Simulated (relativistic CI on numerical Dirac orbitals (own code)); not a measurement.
# One change at a time: Pb XXXVIII

Base calculation: Dirac-Coulomb-Breit CI, separate exchange-only KLI orbitals for each configuration, a model potential for QED, unscaled Slater integrals.

Configurations in the expansion (outside the closed core [Ar] 3d10): 4s²4p⁶4d⁹, 4s²4p⁶4d⁸4f, 4s²4p⁵4d¹⁰, 4s4p⁶4d¹⁰, 4s²4p⁵4d⁹4f, 4s4p⁶4d⁹4f, 4s²4p⁶4d⁸5s, 4s²4p⁶4d⁷4f5s, 4s²4p⁶4d⁸5p, 4s²4p⁶4d⁸5d, 4s²4p⁵4d⁹5s. Double excitations out of closed p, d and f shells are left out; levels of such configurations are missing from the list, as are those of other unlisted configurations, and high levels can miss mixing partners.

The lowest level and the first level of each name with at least 55 % of one term (blank where a level has no safe partner in the second run):

```csv
Level,Base (cm⁻¹),Shift (cm⁻¹)
4s²4p⁶4d⁹ ²D5/2,0,0
4s²4p⁶4d⁹ ²D3/2,237546,+4437
4s²4p⁵4d¹⁰ ²P°3/2,1822602,+7319
4s²4p⁶4d⁸4f ⁴I°15/2,1938680,+8804
4s²4p⁶4d⁸4f ⁴H°13/2,1957766,+8225
4s²4p⁶4d⁸4f ⁴F°3/2,2076147,+7887
4s²4p⁶4d⁸4f ⁴I°11/2,2124454,+9978
4s²4p⁶4d⁸4f ²K°13/2,2145776,+11086
4s²4p⁶4d⁸4f ²K°15/2,2204010,+13969
4s²4p⁶4d⁸4f ²I°11/2,2227177,+10117
```

At this charge energies of transitions that change n are usually good to better than 1 %, and those within a shell (Δn = 0) to a few per cent.

(1) One thing was changed in a second run, which moved the levels as shown. Which?
A. valence Slater integrals scaled by 0.9
B. QED terms removed
C. Breit term removed
D. configuration mixing switched off

Results:

(1) C. Breit term removed. The Breit term mainly narrows fine-structure intervals, so removing it widens them.

LS names give the leading component of a level, which can be under half, so a name can repeat, a term be missing and a line seem to break the LS rules.
